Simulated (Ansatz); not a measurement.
```yaml
crystal:
  periodic: [false, false, false]
  atoms:
    - {symbol: Bi, position_ang: [1.220939, 0.109935, -1.098976]}
    - {symbol: Bi, position_ang: [-0.215959, 1.231546, 1.071059]}
    - {symbol: Sn, position_ang: [-1.004980, -1.341481, 0.027917]}
basis:
  gaussian: {orbitals: def2-TZVP}
hamiltonian: {xc: {name: B97M-V}}
scf: {omitted_lower_state_checks: [starts]}
output: {forces: true}
```

```sh
$ ansatz run in.yaml --threads 4 --pin off --events-out ev --progress --plain --max-ram 3916MiB
```

Shortened log:

```
Functional definition: B97M-V
1108 factors; their error is unknown
mean field evaluation 1: about -17513.5276 eV, gradient 1.9e1 eV
mean field evaluation 2: about -17511.6996 eV, gradient 3.7e1 eV
mean field evaluation 4: about -17514.4114 eV, gradient 4.7e0 eV
mean field evaluation 8: about -17514.4971 eV, gradient 2.4e-1 eV
mean field evaluation 16: about -17514.4788 eV, gradient 1.8e-4 eV
mean field -17514.47879710 eV, -643.6452240533 hartree, gradient 2.2e-5 eV, S^2 0.000000; 0 other end points of the search recorded, 0 dependent functions left out
reference -17514.47884394 eV, -643.6452257747 hartree; 34, 34 occupied and 116, 116 virtual orbitals, 1108 factors
Total energy: -17514.47884394 eV, -643.6452257747 hartree
Atom 0 at     1.220939     0.109935    -1.098976 Å, force     0.209288    -0.030389    -0.222884 eV/Å
Atom 1 at    -0.215959     1.231546     1.071059 Å, force    -0.083552     0.198254     0.219411 eV/Å
Atom 2 at    -1.004980    -1.341481     0.027917 Å, force    -0.125736    -0.167865     0.003473 eV/Å
Dipole moment:     0.012701     0.016954    -0.000352 e Å
Checks for a lower state left out: starts
```

Run time 6.5 s (4 threads of Arm Neoverse V2 on a shared host).

In the def2 sets Bi, Sn take a core potential; there is no spin–orbit coupling.
